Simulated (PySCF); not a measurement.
**Polarisability and C₆ of P⁻ (phosphorus, charge -1)**

[Ne] 3s2 3p4, high-spin 3P determinant. Computed with PySCF 2.14 in dyall-av3z (19s12p3d2f, 84 functions), with the spin-free X2C one-electron Hamiltonian (Gaussian nucleus). Coupled (time-dependent) response in atomic units; α is the mean over directions.

```json
{"method": "UHF", "mean α (bohr³)": "69.58", "α xx, yy, zz": "52.72, 103.3, 52.72", "C₆ (like pair)": "787.1", "S(−4)": "2935"}
{"method": "LC-wPBE", "mean α (bohr³)": "67.91", "α xx, yy, zz": "55.30, 93.14, 55.30", "C₆ (like pair)": "778.8", "S(−4)": "2170"}
```

S(−4) is the Cauchy moment in α(ω) = α(0) + S(−4) ω² + …

α(iu) at UHF:

```csv
u (hartree),α(iu) (bohr³)
0,69.58
0.0500,63.64
0.100,53.47
0.200,37.03
0.300,26.12
0.500,14.19
0.750,7.760
1.00,4.824
1.50,2.364
2.00,1.401
3.00,0.6651
5.00,0.2624
```

A single London oscillator, α(iu) = α/(1 + u²/ω²), gives C₆ = (3/4) ω α². Matching the computed C₆ needs ω = 4 × 787.1 / (3 × 69.58²) = 0.217 hartree.

For an ion, C₆ is the dispersion term alone; charge-induced terms of lower order in 1/R come first.

The components differ because the open shell of this determinant is not spherical; for a pure term their mean is the scalar polarisability.
